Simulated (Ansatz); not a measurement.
Z-matrix (Å, degrees):
```
C
N 1 1.444
H 1 1.096 2 111.1
H 1 1.096 2 111.2 3 120.1
H 1 1.092 2 111.2 3 -119.9
C 2 1.443 1 113.8 3 -60.0
B 2 1.397 1 124.5 3 120.1
H 6 1.090 2 109.5 1 180.0
H 6 1.097 2 111.1 1 -60.0
H 6 1.097 2 111.1 1 60.0
O 7 1.353 2 129.0 1 0.0
H 11 0.965 7 116.2 2 0.1
```

The species carries charge 0 and has multiplicity 2.

List the r2SCAN/def2-TZVPP orbital energies in eV (Ansatz 0.2.0). (An estimate is asked.)

Ansatz gave: α occupied: -516.01, -385.56, -274.06, -273.75, -180.90, -26.84, -24.13, -18.78, -16.83, -14.24, -13.19, -11.98, -11.86, -10.10, -9.98, -9.63, -9.12, -8.96, -5.96, -4.52. α empty: 0.45, 0.53, 1.39, 2.39, 2.79, 2.94, 3.13, 3.33. β occupied: -515.99, -385.55, -274.04, -273.74, -180.58, -26.79, -24.09, -18.74, -16.72, -13.96, -13.08, -11.88, -11.86, -10.10, -9.91, -9.60, -8.99, -8.86, -5.96. β empty: -1.18, 0.89, 1.42, 1.54, 2.51, 2.94, 3.17, 3.39. ⟨S²⟩ = 0.755.
